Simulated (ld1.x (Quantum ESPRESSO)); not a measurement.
Plane-wave convergence, TM semilocal potential for Os (Z = 76)

```json
{
  "Element": "Os",
  "Generator": "ld1.x (Quantum ESPRESSO) 7.5",
  "Type": "norm-conserving Troullier–Martins (semilocal form)",
  "Functional": "PBEsol",
  "Relativity": "scalar-relativistic",
  "Frozen core": "[Xe] 4f14",
  "Valence charge": "8",
  "Reference configuration": "5d6 6s2 6p0",
  "Partial waves": "6s (bound): rc 1.95 bohr; 6p (bound, empty): rc 3.80 bohr; 5d (bound): rc 2.20 bohr",
  "Local potential": "the d channel",
  "Core correction": "none"
}
```

The pseudo-atom Hamiltonian at the reference potential is diagonalised in spherical Bessel functions j_l(qr) that vanish at 20 bohr, with q² up to the cutoff. All-electron valence levels (Ry): 6s -0.4548, 6p -0.0906, 5d -0.4620.

Problem. How do the lowest levels (Ry) of each channel move with the cutoff, and are there ghosts?

Solution.

| cutoff (Ry) | s #1 | p #1 | d #1 | d #2 | Σ f·Δε (mRy) |
| --- | --- | --- | --- | --- | --- |
| 8 | -0.4220 | -0.0905 | -0.0525 | 0.0726 | 2522.7 |
| 10 | -0.4268 | -0.0905 | -0.1350 | 0.0693 | 2017.6 |
| 15 | -0.4438 | -0.0906 | -0.3023 | 0.0665 | 979.8 |
| 18 | -0.4507 | -0.0906 | -0.3895 | 0.0658 | 443.0 |
| 25 | -0.4518 | -0.0906 | -0.4449 | 0.0654 | 108.3 |
| 30 | -0.4524 | -0.0906 | -0.4581 | 0.0653 | 28.2 |
| 35 | -0.4536 | -0.0906 | -0.4614 | 0.0652 | 5.7 |
| 45 | -0.4543 | -0.0906 | -0.4619 | 0.0652 | 1.5 |
| 50 | -0.4543 | -0.0906 | -0.4619 | 0.0652 | 1.2 |
| 60 | -0.4546 | -0.0906 | -0.4620 | 0.0652 | 0.6 |
| 70 | -0.4546 | -0.0906 | -0.4620 | 0.0652 | 0.3 |
| 400 | -0.4548 | -0.0906 | -0.4620 | 0.0652 | 0.0 |

Result: no extra level below or beside the all-electron valence levels (s, p, d tested); the semilocal form is local in each channel, so this says nothing of the separable form that plane-wave codes build from it; 10 mRy is reached at 35 Ry and 1 mRy at 55 Ry.
